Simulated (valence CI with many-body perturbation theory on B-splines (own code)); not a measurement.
**E1 line list for Tl76+**

Computed by configuration interaction combined with many-body perturbation theory (CI+MBPT): three valence electrons over a frozen Dirac-Fock core [He], a basis of 11 s, 11 p, 10 d, 8 f, 5 g, 2 h functions for each j, with the one-electron correlation potential Σ1, the two-electron term Σ2, the three-electron term Σ3, Breit, model QED; selected CI, second order for the rest, scaled by the run's own slope (own B-spline code, finite nucleus).

The last digits are not significant, and no measured levels were compared; by estimate large intervals hold to a few tenths of a per cent, small ones and those within an open d or f shell to about a per cent.

Lines 101 to 150 of 565 in falling wavelength, among levels below 19697 eV, chosen from the strongest by gf and those to the six lowest levels. Wavelengths and rates use the calculated energies. Electric multipoles are in the length gauge, E1 and E2 with the static RPA response of the core. Weak lines are less certain than strong ones. Lines between different terms over intervals too small for the method are left out, as are lines whose strength nearly cancels. Where a level lies close to another of its J and parity, the split of strength between their lines is uncertain. The highest levels of a list are the least certain.

Levels are named by their leading jj configuration (3d3/2^4 stands for four electrons in 3d with j = 3/2), which in mixed levels can hold well under half, so a name can repeat and another be missing. Letters in brackets count levels of one name in rising energy.

```
λ vac (Å)                          Upper                       Lower   A (s⁻¹)  S (a.u.)
    16.93          (2p3/2^2 3p3/2) J=5/2          (2p3/2^2 3s) J=5/2  1.72e+12  2.48e-02
    16.89  (2p1/2 2p3/2 3d3/2) J=1/2 [a]   (2p1/2 2p3/2 3p1/2) J=1/2  1.92e+12  9.11e-03
    16.88         (2s 2p1/2 3p3/2) J=1/2     (2s 2p1/2 3s) J=1/2 [b]  2.73e+12  1.29e-02
    16.87  (2p1/2 2p3/2 3p3/2) J=5/2 [a]  (2p1/2 2p3/2 3s) J=3/2 [a]  3.18e+12  4.51e-02
    16.83     (2s 2p3/2 3p3/2) J=5/2 [b]     (2s 2p3/2 3s) J=3/2 [b]  3.10e+12  4.38e-02
    16.83  (2p1/2 2p3/2 3p3/2) J=3/2 [a]      (2p1/2 2p3/2 3s) J=1/2  8.01e+11  7.53e-03
    16.72     (2s 2p3/2 3d5/2) J=5/2 [b]  (2p1/2 2p3/2 3s) J=3/2 [b]  3.89e+11  5.39e-03
    16.70  (2p1/2 2p3/2 3d3/2) J=5/2 [b]   (2p1/2 2p3/2 3p1/2) J=5/2  7.86e+11  1.08e-02
    16.67      (2p3/2^2 3p3/2) J=3/2 [b]          (2p3/2^2 3s) J=1/2  3.06e+12  2.80e-02
    16.65             (2s^2 3d5/2) J=5/2         (2s 2p1/2 3s) J=3/2  1.08e+12  1.47e-02
    16.65     (2s 2p1/2 3d3/2) J=3/2 [b]      (2s 2p1/2 3p1/2) J=3/2  9.76e+11  8.89e-03
    16.65         (2s 2p3/2 3p3/2) J=7/2         (2s 2p3/2 3s) J=5/2  3.40e+12  6.19e-02
    16.60     (2s 2p3/2 3d5/2) J=7/2 [b]      (2p1/2 2p3/2 3s) J=5/2  1.42e+12  2.56e-02
    16.58  (2p1/2 2p3/2 3p3/2) J=3/2 [b]  (2p1/2 2p3/2 3s) J=3/2 [b]  8.66e+11  7.79e-03
    16.57     (2s 2p3/2 3p3/2) J=5/2 [a]     (2s 2p3/2 3s) J=3/2 [a]  1.50e+12  2.03e-02
    16.51     (2s 2p3/2 3d5/2) J=5/2 [b]      (2p1/2 2p3/2 3s) J=5/2  4.47e+11  5.95e-03
    16.45     (2s 2p3/2 3p3/2) J=1/2 [a]     (2s 2p3/2 3s) J=3/2 [a]  3.05e+12  1.34e-02
    16.42          (2p1/2^2 3p3/2) J=3/2          (2p1/2^2 3s) J=1/2  3.29e+12  2.87e-02
    16.36     (2s 2p3/2 3p3/2) J=3/2 [a]         (2s 2p3/2 3s) J=5/2  7.50e+11  6.48e-03
    16.35     (2s 2p1/2 3p3/2) J=3/2 [a]     (2s 2p1/2 3s) J=1/2 [a]  3.33e+12  2.88e-02
    16.35     (2s 2p3/2 3p3/2) J=3/2 [b]     (2s 2p3/2 3s) J=3/2 [b]  1.61e+12  1.39e-02
    16.32             (2s^2 3p3/2) J=3/2             (2s^2 3s) J=1/2  3.62e+12  3.11e-02
    16.24  (2p1/2 2p3/2 3p3/2) J=5/2 [b]  (2p1/2 2p3/2 3s) J=3/2 [b]  1.35e+12  1.71e-02
    16.17     (2s 2p3/2 3p3/2) J=3/2 [b]         (2s 2p3/2 3s) J=1/2  2.11e+12  1.76e-02
    16.17     (2s 2p1/2 3p3/2) J=3/2 [b]         (2s 2p1/2 3s) J=3/2  1.71e+12  1.43e-02
    16.13         (2s 2p1/2 3p3/2) J=5/2         (2s 2p1/2 3s) J=3/2  2.49e+12  3.10e-02
    16.07     (2s 2p3/2 3p3/2) J=1/2 [b]         (2s 2p3/2 3s) J=1/2  3.03e+12  1.24e-02
    16.04  (2p1/2 2p3/2 3p3/2) J=5/2 [b]      (2p1/2 2p3/2 3s) J=5/2  1.40e+12  1.71e-02
    16.00  (2p1/2 2p3/2 3p3/2) J=3/2 [b]  (2p1/2 2p3/2 3s) J=3/2 [a]  6.77e+11  5.47e-03
    15.92      (2p3/2^2 3p3/2) J=3/2 [a]          (2p3/2^2 3s) J=3/2  2.89e+12  2.30e-02
    15.90     (2s 2p3/2 3p3/2) J=5/2 [a]         (2s 2p3/2 3s) J=5/2  2.11e+12  2.51e-02
    15.77  (2p1/2 2p3/2 3p3/2) J=1/2 [b]  (2p1/2 2p3/2 3s) J=3/2 [b]  3.14e+12  1.22e-02
    15.66      (2p3/2^2 3p3/2) J=3/2 [a]          (2p3/2^2 3s) J=5/2  7.63e+11  5.78e-03
    6.516             (2s^2 2p3/2) J=3/2          (2s 2p1/2^2) J=1/2  1.11e+11  6.04e-05
    5.071          (2p3/2^2 3p3/2) J=5/2  (2s 2p3/2 3p3/2) J=3/2 [b]  1.17e+13  4.50e-03
    5.065     (2s 2p1/2 2p3/2) J=3/2 [a]          (2s^2 2p1/2) J=1/2  2.76e+11  7.08e-05
    5.063          (2p3/2^2 3d5/2) J=7/2  (2s 2p3/2 3d5/2) J=5/2 [b]  7.58e+12  3.88e-03
    5.054          (2p3/2^2 3d5/2) J=7/2  (2s 2p3/2 3d5/2) J=7/2 [b]  4.51e+12  2.30e-03
    5.054          (2p3/2^2 3d5/2) J=9/2  (2s 2p3/2 3d5/2) J=7/2 [b]  9.34e+12  5.95e-03
    5.033      (2p3/2^2 3d3/2) J=3/2 [a]  (2s 2p3/2 3d3/2) J=1/2 [b]  6.44e+12  1.62e-03
    5.029             (2s 2p3/2^2) J=5/2          (2s^2 2p3/2) J=3/2  6.77e+12  2.55e-03
    5.028          (2p3/2^2 3p3/2) J=7/2  (2s 2p3/2 3p3/2) J=5/2 [b]  2.09e+13  1.05e-02
    5.027          (2p3/2^2 3p3/2) J=5/2  (2s 2p3/2 3p3/2) J=5/2 [b]  4.51e+12  1.70e-03
    5.020          (2p3/2^2 3d3/2) J=1/2  (2s 2p3/2 3d3/2) J=1/2 [b]  1.61e+13  2.01e-03
    5.018             (2p3/2^2 3s) J=5/2     (2s 2p3/2 3s) J=3/2 [b]  1.79e+13  6.69e-03
    5.009          (2p3/2^2 3d3/2) J=7/2  (2s 2p3/2 3d3/2) J=5/2 [b]  1.80e+13  8.96e-03
    5.008          (2p3/2^2 3d5/2) J=9/2   (2p1/2 2p3/2 3p3/2) J=7/2  9.49e+12  5.88e-03
    5.007          (2p3/2^2 3d3/2) J=5/2  (2s 2p3/2 3d3/2) J=5/2 [b]  6.51e+12  2.42e-03
    5.006          (2p3/2^2 3p1/2) J=3/2      (2s 2p3/2 3p1/2) J=1/2  1.70e+13  4.21e-03
    5.006          (2p3/2^2 3p1/2) J=5/2  (2s 2p3/2 3p1/2) J=3/2 [b]  2.00e+13  7.44e-03
```
